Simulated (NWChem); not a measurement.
C₆H₆; SMILES C=C1C=CC=C1

Program: NWChem. Pople sets run with spherical d functions. Each level has its own optimisation. Computed dipoles belong to the equilibrium geometry; the measured one is vibrationally averaged.

Measured dipole moment: 0.42 D (NIST CCCBDB, as tabulated in the package chemicals).

```
level                                 dipole moment (D)  computed − measured
------------------------------------  -----------------  -------------------
Hartree-Fock/STO-3G                                0.43                +0.01
Hartree-Fock/3-21G                                 0.59                +0.17
Hartree-Fock/6-31G*                                0.43                +0.01
B3LYP/6-31G*                                       0.56                +0.14
LDA (Slater exchange, VWN5)/def2-SVP               0.69                +0.27
PBE/def2-SVP                                       0.67                +0.25
BLYP/def2-SVP                                      0.62                +0.20
PBE0/def2-SVP                                      0.68                +0.26
```
